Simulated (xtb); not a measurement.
F₃La, triplet, geometry from GFN2-xTB (such geometries of metal compounds can be far from the true shape) (the multiplicity is a formal guess); GFN0-xTB (xtb).

xtb was given this input:
```
$ xtb coord --gfn 0 --uhf 2 --json

# file coord
$coord
      0.0000000000      -0.0000000000       0.0000000000  la
     -3.2771336790      -2.0268080671       0.0841188152  f
      0.0285564074       3.5567609890      -1.4843409047  f
      3.2485772716      -1.5299529030       1.4002220896  f
$end
```

Write the output that xtb gives for this input, abridged.


```
   ID    Z sym.   atoms
    1   57 la     1
    2    9 f      2-4

           -------------------------------------------------
          |                Calculation Setup                |
           -------------------------------------------------

           -------------------------------------------------
          |                 G F N 0 - x T B                 |
           -------------------------------------------------

          ...................................................
          :                      SETUP                      :
          :.................................................:
          :  # basis functions                  22          :
          :  # atomic orbitals                  21          :
          :  # shells                            9          :
          :  # electrons                        24          :
          :  electronic temp.          300.0000000     K    :
          :  accuracy                    1.0000000          :
          :  -> integral cutoff          0.2500000E+02      :
          :  -> integral neglect         0.1000000E-07      :
          ...................................................

         :::::::::::::::::::::::::::::::::::::::::::::::::::::
         ::                     SUMMARY                     ::
         :::::::::::::::::::::::::::::::::::::::::::::::::::::
         :: total energy             -12.911537080766 Eh    ::
         :: gradient norm              0.023906521780 Eh/a0 ::
         :: HOMO-LUMO gap              1.482616080528 eV    ::
         ::.................................................::
         :: H0 energy                -12.720435986811 Eh    ::
         :: repulsion energy           0.027533107424 Eh    ::
         :: electrostat energy        -0.217995797650 Eh    ::
         :: -> Gsolv                   0.000000000000 Eh    ::
         ::    -> Gsasa                0.000000000000 Eh    ::
         ::    -> Gshift               0.000000000000 Eh    ::
         :: dispersion energy         -0.000638403729 Eh    ::
         :: short-range corr.          0.000000000000 Eh    ::
         :: add. restraining           0.000000000000 Eh    ::
         :: total charge               0.000000000000 e     ::
         :::::::::::::::::::::::::::::::::::::::::::::::::::::

           -------------------------------------------------
          |                Property Printout                |
[...]
        11        1.8286           -0.4404690             -11.9858
        12        1.8216           -0.4404229             -11.9845
        13        1.0000           -0.3190183              -8.6809 (HOMO)
        14                         -0.2645332              -7.1983 (LUMO)
        15                         -0.2645332              -7.1983
        16                         -0.1811387              -4.9290
        17                         -0.1811387              -4.9290
        18                          0.0296318               0.8063
        19                          0.0416044               1.1321
        20                          0.4386441              11.9361
        21                          0.4386441              11.9361
      -------------------------------------------------------------
                  HL-Gap            0.0544851 Eh            1.4826 eV
             Fermi-level            0.0000000 Eh            0.0000 eV

     #   Z          covCN         q      C6AA      α(0)
     1  57 la       1.849     1.089  1212.042   136.248
     2   9 f        0.616    -0.363    13.145     4.181
     3   9 f        0.616    -0.363    13.145     4.181
     4   9 f        0.616    -0.363    13.145     4.181

 Mol. C6AA /au·bohr⁶  :       1851.802568
 Mol. C8AA /au·bohr⁸  :     354956.385837
 Mol. α(0) /au        :        148.789239

Wiberg/Mayer (AO) data.
largest (>0.10) Wiberg bond orders for each atom

 ---------------------------------------------------------------------------
     #   Z sym  total        # sym  WBO       # sym  WBO       # sym  WBO
 ---------------------------------------------------------------------------
     1  57 la   1.821 --     2 f    0.607     4 f    0.607     3 f    0.607
     2   9 f    0.629 --     1 la   0.607
     3   9 f    0.629 --     1 la   0.607
     4   9 f    0.629 --     1 la   0.607
 ---------------------------------------------------------------------------

Topologies differ in total number of bonds
Writing topology from bond orders to xtbtopo.mol

 dipole moment from electron density (au)
     X       Y       Z
  -0.0000  -0.0000   0.0000  total (Debye):    0.000

           -------------------------------------------------
          | TOTAL ENERGY              -12.911537080766 Eh   |
          | GRADIENT NORM               0.023906521780 Eh/α |
          | HOMO-LUMO GAP               1.482616080528 eV   |
           -------------------------------------------------

normal termination of xtb
```
